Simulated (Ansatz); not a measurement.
C₂₂H₁₄⁻, that is pentacene with one electron more. Total charge -1; doublet. Geometry PBE-D4/def2-SVP.

```xyz
36

C     3.355   -5.243   -0.158
C     4.457   -4.344   -0.207
C     4.236   -2.971   -0.195
C     2.916   -2.424   -0.134
C     2.661   -1.036   -0.121
C     1.353   -0.499   -0.061
C     1.092    0.892   -0.047
C    -0.216    1.427    0.012
C    -0.479    2.818    0.025
C    -1.787    3.347    0.084
C    -2.056    4.751    0.098
C    -3.355    5.243    0.157
C    -4.457    4.344    0.205
C    -4.236    2.971    0.194
C    -2.916    2.424    0.134
C    -2.661    1.036    0.122
C    -1.353    0.499    0.062
C    -1.092   -0.892    0.049
C     0.216   -1.427   -0.011
C     0.479   -2.818   -0.025
C     1.787   -3.347   -0.084
C     2.056   -4.751   -0.099
H     3.534   -6.331   -0.168
H     5.485   -4.738   -0.254
H     5.089   -2.271   -0.232
H     3.517   -0.340   -0.158
H     1.946    1.589   -0.085
H     0.374    3.517   -0.012
H    -1.200    5.446    0.060
H    -3.534    6.331    0.165
H    -5.485    4.738    0.252
H    -5.089    2.271    0.232
H    -3.517    0.340    0.159
H    -1.946   -1.589    0.087
H    -0.374   -3.517    0.013
H     1.200   -5.446   -0.061
```

At PBE-D4/def2-SVP the highest occupied level of the relaxed charge -1 doublet lies above zero (up to 0.15 eV). By energy differences its removal costs 1.59 eV (each at its own geometry, to the charge 0 singlet, at PBE-D4/def2-SVP); self-interaction error and the lack of diffuse functions both raise the level.

Question: Estimate the α-spin orbital energies around the gap (eV) in Ansatz with PBE-D4/def2-SVP, PBE0-D4/def2-SVP.

Answer: 
| orbital | PBE-D4/def2-SVP | PBE0-D4/def2-SVP |
| --- | --- | --- |
| HOMO−5 | -3.49 | -4.67 |
| HOMO−4 | -2.97 | -4.13 |
| HOMO−3 | -2.57 | -3.48 |
| HOMO−2 | -2.02 | -3.03 |
| HOMO−1 | -0.84 | -1.70 |
| HOMO | 0.15 | -0.42 |
| LUMO | 1.38 | 1.92 |
| LUMO+1 | 2.09 | 2.84 |
| LUMO+2 | 2.46 | 3.26 |
| LUMO+3 | 2.99 | 3.84 |
| LUMO+4 | 3.19 | 4.12 |
| LUMO+5 | 3.59 | 4.58 |
| β HOMO | -0.58 | -1.14 |
| β LUMO | 0.43 | 1.06 |
